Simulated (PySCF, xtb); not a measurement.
H₂S₂Te, SMILES S[Te]S. One conformer was computed; it need not be the lowest.

Harmonic wavenumbers (cm⁻¹) from GFN2-xTB (xtb) at its own minimum, in rising order: 118, 238, 244, 336, 371, 723, 726, 2421, 2423.

Task: What does B3LYP-D3(BJ)/def2-SVP in PySCF give at its own minimum? (The exact figures need the calculation; the answer reports its results.)

Result: 119, 301, 314, 327, 345, 750, 760, 2652, 2652. Paired by order, the mean absolute difference is 77 cm⁻¹ and the zero-point energies are 10.9 and 11.8 kcal/mol.
